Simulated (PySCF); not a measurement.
Can point charges reproduce the dipole moment of `CN1[Si@@H](C[Si@@H](C1)Cl)C#C`?

Coordinates (GFN2-xTB, Å) and charges (e) from the PBE0/pcSseg-1 density (PySCF):

```
atom       x       y       z  Mulliken      IAO  Hirshfeld  ESP-fitted
  C1   2.905  -1.766  -0.773   -0.2239  -0.1921    -0.0895     -0.3574
  C2   2.059  -1.243  -0.095   -0.1705  -0.3521    -0.1625     -0.1327
 Si3   0.740  -0.374   0.887   +0.9950  +1.0352    +0.4000     +0.4738
  C4  -0.780  -1.514   1.040   -0.8912  -0.8545    -0.2541     -0.4049
 Si5  -2.135  -0.675   0.020   +0.8754  +0.9458    +0.3763     +0.3242
 Cl6  -2.731  -1.804  -1.551   -0.3262  -0.3110    -0.1241     -0.1802
  C7  -1.206   0.872  -0.608   -0.2867  -0.4377    -0.1201     -0.1798
  N8   0.048   0.989   0.106   -0.8034  -0.5006    -0.1732     -0.1051
  C9   0.818   2.150  -0.245   -0.0522  -0.2952    -0.0676     -0.5573
 H10   3.645  -2.235  -1.356   +0.0621  +0.2016    +0.0962     +0.3014
 H11   1.316   0.068   2.162   -0.0809  -0.1374    -0.0791     -0.1080
 H12  -0.548  -2.514   0.682   +0.1876  +0.1802    +0.0422     +0.1307
 H13  -1.070  -1.619   2.081   +0.1776  +0.1732    +0.0453     +0.1284
 H14  -3.329  -0.308   0.786   -0.0605  -0.1263    -0.0745     -0.0538
 H15  -1.023   0.816  -1.692   +0.1352  +0.1291    +0.0270     +0.0905
 H16  -1.787   1.787  -0.446   +0.1314  +0.1382    +0.0352     +0.0947
 H17   1.715   2.189   0.369   +0.1180  +0.1438    +0.0471     +0.1956
 H18   0.232   3.059  -0.075   +0.1079  +0.1341    +0.0398     +0.1637
 H19   1.121   2.131  -1.299   +0.1052  +0.1258    +0.0356     +0.1760
```

Q: Compute μ = Σ q r for each scheme (1 e·Å = 4.803 D) and compare with the dipole of the full density.

A: The full density gives (0.70, 1.05, 0.52) D, 1.37 D in size; dipole vectors point from the negative to the positive end.

```tsv
scheme	μx	μy	μz	size (D)	share of the full size (%)	angle to the full dipole (°)
Mulliken	-1.36	3.35	2.75	4.55	333	50
IAO	-0.14	1.37	1.98	2.41	177	44
Hirshfeld	-0.10	0.73	0.56	0.93	68	39
ESP-fitted	0.70	1.08	0.56	1.41	103	1
```

Q: Which set comes closest?

A: Length of the difference vector: ESP-fitted 0.05 D, Hirshfeld 0.86 D, IAO 1.71 D, Mulliken 3.81 D. Closest: ESP-fitted. 

Q: What is left for the Hirshfeld atoms' own dipoles?

A: The Hirshfeld atoms' densities add up to the full density, so μ = Σ q r + Σ (atomic dipoles). The atomic dipoles sum to (0.70, 1.05, 0.52) − (-0.10, 0.73, 0.56) = (0.80, 0.32, -0.04) D, 0.86 D in size.

Q: With the origin at the mean of the coordinates, (-0.001, 0.000, 0.000) Å, which are the largest single terms, by size, of the Mulliken dipole along the direction of the full one?

A: Si5 -6.74, Cl6 +5.29, C4 +5.01, N8 -3.19, Si3 +2.04 D; all 19 atoms together +2.94 D. The single terms depend on the origin, their sum doesn't.

Q: Give the size of the full dipole in other units.

A: 1.37 D = 0.538 au = 0.284 e·Å = 4.56 × 10⁻³⁰ C·m.

The structure is a single GFN2-xTB conformer in the gas phase; no vibrational or solvent corrections.

These values come from a run that also computed NMR shieldings. The run took 68 s of wall time (grids of density and orbitals included) on an Arm Neoverse V1 with one thread, shared host, and the process peaked at 1.0 GiB of memory.
